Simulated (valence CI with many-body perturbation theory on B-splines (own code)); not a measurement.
Sensitivity of CI+MBPT for Ag24+

Calculated by configuration interaction combined with many-body perturbation theory (CI+MBPT): five valence electrons over a frozen Dirac-Fock core [Ar], radial functions for each j: 6 s, 6 p, 5 d, 5 f, 1 g, with the one-electron correlation potential Σ1, the two-electron term Σ2, the three-electron term Σ3, Breit, model QED; selected CI, second order for the rest, scaled by the run's own slope (own B-spline code, finite nucleus).

No measured spectrum was set against this ion. As an estimate, terms of the open shell hold to 2 to 4 % of their energy, and close levels can change places. Among the levels kept, up to 550 cm⁻¹ of a level comes from second order outside the variational space, and about a tenth of that is noise between levels of different J, which matters for small intervals. Only levels of the ground parity were solved; by the run's estimate the other parity begins above the list, which can be wrong where configurations are misplaced.

The reference run has the lowest level 3d5 6S_5/2 and an ionisation energy of 1230.60 eV. Its largest variational space holds 9982 state functions.

Names give the largest LS component (configuration and term), which can be under half, so a name can repeat, a term be missing and a line seem to break the LS rules; names also repeat where a configuration has a term twice. Letters in brackets count levels of one name in rising energy.

Changed runs:
A. size limit of the variational space 10000 → 1500
B. core polarisation of operators on → off
C. shift of the energy in Σ1 (hartree) 0 → 4.672
D. factor on the speed of light 1 → 0.9 (bad on purpose)

Excitation energies of the reference run in cm⁻¹, and shifts in cm⁻¹:

```
                 Level  Reference       A  B      C       D
        3d5 4G_5/2 [a]      86385    +129  0   -214   -7619
            3d5 4G_7/2     114541    +169  0   +4.4    +288
            3d5 4P_3/2     118571    +116  0    -12    +170
           3d5 4G_11/2     118589    +229  0    +51   +1397
        3d5 4G_5/2 [b]     123621    +123  0   +105   +4958
            3d5 4G_9/2     125680    +174  0   +108   +4000
            3d5 4P_1/2     134776    +367  0    +88   +4132
            3d5 4D_7/2     153422    +124  0   +196   +7900
            3d5 4D_5/2     161656     +96  0   +138   +5974
           3d5 2I_11/2     174710    +338  0   +197   +8427
            3d5 4D_1/2     175675    +381  0   +320  +13802
            3d5 4D_3/2     179875    +115  0   +299  +11494
Ionisation energy (eV)    1230.60  +0.026  0  +0.40   -2.84
```

No effect on these energies: B.
